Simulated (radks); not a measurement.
Values are calculated unless marked as measured or tabulated.
Q: The mean radii <r> (bohr) of the occupied orbitals of an atom or ion are listed with their occupations. Level of theory: Dirac Kohn-Sham, PBE, spin-unpolarised, spherical densities, finite nucleus; Fermi nuclear charge, rms radius of each element as measured or else 0.836 A^(1/3) + 0.57 fm (a radial shooting solver on a logarithmic mesh with Libxc functionals).

orbital  occ.      <r>
1s1/2       2  0.03263
2s1/2       2   0.1416
2p1/2       2   0.1203
2p3/2       4   0.1252
3s1/2       2   0.3903
3p1/2       2   0.3829
3p3/2       4   0.3936
3d3/2       4   0.3681
3d5/2       6   0.3716
4s1/2       2   0.9666
4p1/2       2    1.034
4p3/2       4    1.061
4d3/2       4    1.302
4d5/2       1    1.312

Name the element and its charge. Open shells, if any, fill j = l - 1/2 first.

A: Z = 45, rhodium, charge +4: Rh4+ in [Kr] 4d5. The 1s radius gives Z: for a bare nucleus <r> = (2 gamma + 1)/(2Z) with gamma = sqrt(1 - (Z/c)^2), 0.0321 bohr for Z = 45, and screening makes it slightly larger (0.03263 here). The occupations add up to 41, and the charge is Z minus that.
